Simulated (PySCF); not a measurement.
C5H8N2Si (charge +1 and doublet state).
Atom-mapped SMILES: `[SiH3:1][CH2:2][C+:3]1[CH:4][N:5]=[CH:6][N:7]=[CH:8]1` (hydrogens: H9, H10, H11 on Si1; H12, H13 on C2; H14 on C4; H15 on C6; H16 on C8)

Structure used (GFN2-xTB), in Å, numbered top down from 1:
```xyz
16
C5H8N2Si angstrom
Si     2.254    0.486   -1.040
C      1.213   -0.787    0.090
C     -0.157   -0.357    0.271
C     -1.282   -1.043   -0.238
N     -2.493   -0.596   -0.087
C     -2.768    0.484    0.607
N     -1.774    1.162    1.139
C     -0.535    0.812    0.966
H      1.475    0.605   -2.269
H      2.248    1.715   -0.245
H      3.545   -0.172   -1.175
H      1.277   -1.736   -0.434
H      1.736   -0.862    1.041
H     -1.176   -1.999   -0.735
H     -3.788    0.809    0.739
H      0.217    1.487    1.359
```

The hyperfine couplings belong to this conformer and change with its torsions.

Theory: UKS B3LYP, pcH-1 on C H N Si, non-relativistic, mean-field spin-orbit, GIAO (PySCF 2.14.0). Isolated species at its GFN2-xTB geometry (one conformer only). A GFN2-xTB geometry isn't a minimum of the functional, and hyperfine couplings can be far from their values at a DFT geometry, by a factor of two or more for some ions and for spin on atoms past the first row. The SCF solution wasn't tested for stability.

Mulliken spin populations: Si1 +0.028, C2 +0.045, C3 +0.094, C4 -0.015, N5 +0.410, C6 -0.004, N7 +0.380, C8 -0.018, H9 0.000, H10 +0.004, H11 +0.003, H12 +0.012, H13 -0.001, H14 +0.032, H15 -0.002, H16 +0.033. Main spin sites, with 60 % or more of the largest population: N5, N7; positions count bonds from the nearest.

Q: Give the computed dipolar 1H tensors of H9, H10, H11, H12, H13, H14, H15, H16.

A: 
| atom | position | distance from N5 (Å) | T1 (MHz) | T2 | T3 |
| --- | --- | --- | --- | --- | --- |
| H9 | 5 bonds from N5 | 4.68 | -1.12 | -0.39 | 1.50 |
| H10 | 5 bonds from N7 | 5.28 | -1.39 | 0.07 | 1.33 |
| H11 | 5 bonds from N7 | 6.15 | -1.03 | -0.36 | 1.38 |
| H12 | 4 bonds from N5 | 3.95 | -2.54 | -1.28 | 3.81 |
| H13 | 4 bonds from N7 | 4.38 | -1.66 | -1.31 | 2.97 |
| H14 | 2 bonds from N5 | 2.03 | -6.32 | -2.75 | 9.07 |
| H15 | 2 bonds from N5 | 2.08 | -6.78 | 0.75 | 6.03 |
| H16 | 2 bonds from N7 | 3.71 | -6.14 | -2.67 | 8.81 |

Q: Estimate them with point dipoles: put each population ρk at its nucleus, leave out the nucleus itself and the atom bound to it, and sum T = Σ [ρk/(2S)]·C·(3 n nᵀ − 1)/r³ with C = μ0 gₑ μB g_N μN/(4π h) = 79.06 MHz Å³.

A: 
```json
{"atom": "H9", "T1 (MHz)": "-0.88", "T2": "-0.71", "T3": "1.59", "T3, computed": "1.50", "difference in T3 (%)": "+6"}
{"atom": "H10", "T1 (MHz)": "-1.06", "T2": "-0.62", "T3": "1.68", "T3, computed": "1.33", "difference in T3 (%)": "+27"}
{"atom": "H11", "T1 (MHz)": "-0.63", "T2": "-0.52", "T3": "1.15", "T3, computed": "1.38", "difference in T3 (%)": "-17"}
{"atom": "H12", "T1 (MHz)": "-1.79", "T2": "-1.04", "T3": "2.83", "T3, computed": "3.81", "difference in T3 (%)": "-26"}
{"atom": "H13", "T1 (MHz)": "-1.54", "T2": "-1.16", "T3": "2.70", "T3, computed": "2.97", "difference in T3 (%)": "-9"}
{"atom": "H14", "T1 (MHz)": "-5.39", "T2": "-2.54", "T3": "7.93", "T3, computed": "9.07", "difference in T3 (%)": "-13"}
{"atom": "H15", "T1 (MHz)": "-7.08", "T2": "-0.96", "T3": "8.04", "T3, computed": "6.03", "difference in T3 (%)": "+33"}
{"atom": "H16", "T1 (MHz)": "-5.15", "T2": "-2.33", "T3": "7.48", "T3, computed": "8.81", "difference in T3 (%)": "-15"}
```

In T3 the estimate is closest for H9 (+6 %, 4.68 Å from N5) and worst for H15 (+33 %, 2.08 Å).

The SMILES draws the unpaired electron on C4; the largest computed Mulliken spin population is on N5 (0.41 against -0.01).
